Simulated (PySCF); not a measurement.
[Fe(SH)3]-: Fe(II) (d6), charge -1. The structure is a model geometry with rigid ligands and bond lengths from ionic radii, not a minimum; coordination trigonal planar, point group C3h, metal–donor distances 2.34 Å.

Method (PySCF 2.14, density fitting): CASSCF(6,5) with orbitals averaged over all microstates of the shell, strongly contracted NEVPT2 on the averaged canonical orbitals; basis x2c-TZVPall on the metal, x2c-SVPall elsewhere; spin-free X2C; gas phase; spin-orbit coupling by state interaction with the mean-field operator over all roots.

CASSCF energies above the lowest CASSCF root:

```json
{"state": "5A'", "CASSCF / cm⁻¹": "0"}
{"state": "5E''", "CASSCF / cm⁻¹": "1499"}
{"state": "5E'", "CASSCF / cm⁻¹": "3858"}
{"state": "3E'", "CASSCF / cm⁻¹": "21626"}
{"state": "3E''", "CASSCF / cm⁻¹": "21908"}
{"state": "3A''", "CASSCF / cm⁻¹": "22057"}
{"state": "3A''", "CASSCF / cm⁻¹": "22170"}
{"state": "3E'", "CASSCF / cm⁻¹": "22770"}
{"state": "3E''", "CASSCF / cm⁻¹": "23282"}
{"state": "3A'", "CASSCF / cm⁻¹": "23468"}
{"state": "3A'", "CASSCF / cm⁻¹": "24514"}
{"state": "3E''", "CASSCF / cm⁻¹": "24659"}
{"state": "3E'", "CASSCF / cm⁻¹": "25207"}
{"state": "3E''", "CASSCF / cm⁻¹": "25589"}
{"state": "3A''", "CASSCF / cm⁻¹": "25924"}
{"state": "3A''", "CASSCF / cm⁻¹": "26135"}
{"state": "3A'", "CASSCF / cm⁻¹": "26666"}
{"state": "3A'", "CASSCF / cm⁻¹": "27295"}
{"state": "3E''", "CASSCF / cm⁻¹": "27901"}
{"state": "3E'", "CASSCF / cm⁻¹": "28704"}
{"state": "3A''", "CASSCF / cm⁻¹": "29147"}
{"state": "3E'", "CASSCF / cm⁻¹": "29340"}
```

**Question.** How does dynamic correlation (SC-NEVPT2) move these states?

**Answer.** 
```json
{"state": "5A'", "NEVPT2 / cm⁻¹": "0", "shift / cm⁻¹": "0"}
{"state": "5E''", "NEVPT2 / cm⁻¹": "2245", "shift / cm⁻¹": "+746"}
{"state": "5E'", "NEVPT2 / cm⁻¹": "5018", "shift / cm⁻¹": "+1159"}
{"state": "3E'", "NEVPT2 / cm⁻¹": "20682", "shift / cm⁻¹": "-945"}
{"state": "3E''", "NEVPT2 / cm⁻¹": "21549", "shift / cm⁻¹": "-359"}
{"state": "3A''", "NEVPT2 / cm⁻¹": "21216", "shift / cm⁻¹": "-840"}
{"state": "3A''", "NEVPT2 / cm⁻¹": "21334", "shift / cm⁻¹": "-836"}
{"state": "3E'", "NEVPT2 / cm⁻¹": "22267", "shift / cm⁻¹": "-503"}
{"state": "3E''", "NEVPT2 / cm⁻¹": "23109", "shift / cm⁻¹": "-173"}
{"state": "3A'", "NEVPT2 / cm⁻¹": "23308", "shift / cm⁻¹": "-160"}
{"state": "3A'", "NEVPT2 / cm⁻¹": "21905", "shift / cm⁻¹": "-2609"}
{"state": "3E''", "NEVPT2 / cm⁻¹": "22119", "shift / cm⁻¹": "-2540"}
{"state": "3E'", "NEVPT2 / cm⁻¹": "23066", "shift / cm⁻¹": "-2141"}
{"state": "3E''", "NEVPT2 / cm⁻¹": "23434", "shift / cm⁻¹": "-2156"}
{"state": "3A''", "NEVPT2 / cm⁻¹": "24056", "shift / cm⁻¹": "-1869"}
{"state": "3A''", "NEVPT2 / cm⁻¹": "24207", "shift / cm⁻¹": "-1928"}
{"state": "3A'", "NEVPT2 / cm⁻¹": "24881", "shift / cm⁻¹": "-1785"}
{"state": "3A'", "NEVPT2 / cm⁻¹": "25324", "shift / cm⁻¹": "-1970"}
{"state": "3E''", "NEVPT2 / cm⁻¹": "26193", "shift / cm⁻¹": "-1708"}
{"state": "3E'", "NEVPT2 / cm⁻¹": "27556", "shift / cm⁻¹": "-1148"}
{"state": "3A''", "NEVPT2 / cm⁻¹": "28362", "shift / cm⁻¹": "-785"}
{"state": "3E'", "NEVPT2 / cm⁻¹": "28249", "shift / cm⁻¹": "-1091"}
```

The geometry is a model, and the complex may not exist in this form. NEVPT2 lifts 5E' from 3858 to 5018 cm⁻¹; on the d shell alone such lifts tend to overshoot. Gaps between spin states lean to high spin in this active space.
